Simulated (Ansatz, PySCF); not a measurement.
H12Si5, triplet, at the geometry of the source list (a higher spin typed on purpose: for a closed-shell molecule this is an excited state) (in this run its highest filled SCF level lies above zero, so its values depend strongly on the basis, on diffuse functions most of all). Base run: PBE0/STO-3G (PySCF).

Here is a job for PySCF.
```python
from pyscf import gto, scf, dft

mol = gto.M(
    atom='''
Si   -0.408800   -0.874300   -2.137500
Si   -0.000000   -0.000000    0.000000
Si   -0.011700    2.343200   -0.098400
Si   -1.671000   -0.728900    1.475500
Si    2.091500   -0.740000    0.760400
H    -1.703600   -0.451600   -2.677100
H    -0.415700   -2.339300   -2.151300
H     0.600000   -0.458300   -3.115000
H     0.238200    2.959700    1.206900
H    -1.292700    2.877500   -0.567500
H     1.010900    2.870600   -1.005200
H    -3.009400   -0.300600    1.061300
H    -1.722000   -2.188800    1.586500
H    -1.478300   -0.219300    2.835500
H     2.171300   -2.200300    0.846800
H     3.187100   -0.319200   -0.116400
H     2.414200   -0.230600    2.095600
''',
    basis='sto-3g',
    charge=0,
    spin=2,
    verbose=3,
)

mf = dft.UKS(mol)
mf.xc = 'pbe0'
mf.kernel()
```

The same geometry, method and basis name were run in Ansatz (a quantum-chemistry and plane-wave program) and PySCF, at each program's defaults and at the settings that a row names. The base is PySCF at its defaults. Differences at the defaults can come from grids, fitting, cores and function types together. The rows with settings made alike still differ; the cause (another SCF solution, basis table, core potential or functional code) wasn't traced.

```json
[
 {"code and settings": "PySCF, defaults (exact integrals, its default grid, spherical functions)", "ΔE vs base (mEh)": "0.000", "basis functions": "57", "E (Eh)": "-1437.02588", "SCF cycles": "26", "dipole (D)": "0.91"},
 {"code and settings": "Ansatz, defaults (factorised integrals, its default grid, spherical functions)", "ΔE vs base (mEh)": "-3.849", "basis functions": "57", "E (Eh)": "-1437.02973", "SCF cycles": "-", "dipole (D)": "-"},
 {"code and settings": "PySCF, density fitting with def2-universal-jkfit", "ΔE vs base (mEh)": "-3.199", "basis functions": "57", "E (Eh)": "-1437.02908", "SCF cycles": "26", "dipole (D)": "0.91"},
 {"code and settings": "PySCF, fine grid", "ΔE vs base (mEh)": "0.004", "basis functions": "57", "E (Eh)": "-1437.02588", "SCF cycles": "27", "dipole (D)": "0.91"},
 {"code and settings": "Ansatz, high accuracy", "ΔE vs base (mEh)": "-3.862", "basis functions": "57", "E (Eh)": "-1437.02974", "SCF cycles": "-", "dipole (D)": "-"}
]
```

Open shells are given as the SCF converged; they aren't shown to be the lowest states, and a large step between rows can be another state.
